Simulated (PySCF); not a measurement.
# C3H8F2Si2: full NMR table

```yaml
Formula: C3H8F2Si2
SMILES: FC(F)C1[SiH2]C[SiH2]1
Point_group_of_the_computed_structure: C1
Degrees_of_unsaturation: 1
Carbon_signals: 3
Proton_signals: 6
```

Structure with atom numbers: `[F:1][CH:2]([F:3])[CH:4]1[SiH2:5][CH2:6][SiH2:7]1`; H(Xn) means a hydrogen on atom n. Ha(Si5), Ha(C6), Ha(Si7) are cis to C2 on the ring; Hb(Si5), Hb(C6), Hb(Si7) are trans to C2 on the ring.

Computed data (PySCF 2.14.0 with density-fitted response routines): PBE0/pcSseg-1 with gauge-including orbitals, GFN2-xTB structure. Non-relativistic Hamiltonian, one computed conformer, fast rotation and ring inversion assumed for equivalent nuclei, in vacuum.

δ = σ(ref) − σ, references computed at the same level: 1H (σref 31.72), 13C (σref 186.93), 29Si (σref 349.16) against TMS; 19F (σref 170.95) against CFCl3.

| carbon | δC, type | δH (multiplicity) | HMBC from (2–3 bonds) | span of the C tensor (ppm) |
| --- | --- | --- | --- | --- |
| C2 | 123.4, CH | 6.43 (m) | Ha(Si5)/Ha(Si7), Hb(Si5)/Hb(Si7), H(C4) | 44 |
| C4 | 26.2, CH | 1.75 (m) | H(C2), Ha(Si5)/Ha(Si7), Hb(Si5)/Hb(Si7), Ha(C6), Hb(C6) | 43 |
| C6 | -8.6, CH2 | Hb(C6) 0.54 (m); Ha(C6) 0.62 (m) | Ha(Si5)/Ha(Si7), Hb(Si5)/Hb(Si7), H(C4) | 26 |

Other nuclei:
```tsv
atoms	nucleus	environment	δ (ppm)	σ (ppm)
Ha(Si5)/Ha(Si7)	1H	hydrogen on a silicon bonded to 2 C, in a 4-membered ring	5.02	26.70
Hb(Si5)/Hb(Si7)	1H	hydrogen on a silicon bonded to 2 C, in a 4-membered ring	4.86	26.86
F1/F3	19F	fluorine of a CF2 group	-121.9	292.9
Si5/Si7	29Si	silicon bonded to 2 C, 2 H, in a 4-membered ring	-37.0	386.2
```

- Carbon types of the structure: 2 × CH, 1 × CH2, leaving 4 H on heteroatoms.
- δC 123.4: sp3 CH bonded to 2 F; 2 electronegative neighbours deshield it.
- δC -8.6: sp3 CH2 bonded to 2 Si; an electropositive neighbour leaves it electron-rich and shielded.
- δH 6.43: hydrogen on an sp3 CH bonded to 2 F; its carbon carries F, hence the downfield position.
- δH 1.75: hydrogen on an sp3 CH bonded to 2 Si.
- δH 0.62, 0.54: hydrogen on an sp3 CH2 bonded to 2 Si; an electropositive neighbour shields it, as in TMS itself.

Splittings by 19F in the carbon and heteronuclear signals aren't shown, as no couplings were computed. Shifts are as computed. Against solution values, carbons near 30 ppm lie about +3 ppm off and those near 130 ppm about +5 ppm. Of 1211 compounds with measured shifts, 218 miss one by over three times the rms of a fit or turn the order of signals round; such compounds aren't used in these exercises. Unscaled 19F shifts against computed CFCl3 carry errors that often reach 10 to 50 ppm. No couplings were computed; multiplicities are counted from neighbouring protons, with m where these are inequivalent, close in shift, in a saturated or five-membered ring or joined by F or P, and br s for small geminal =CH2 splittings.
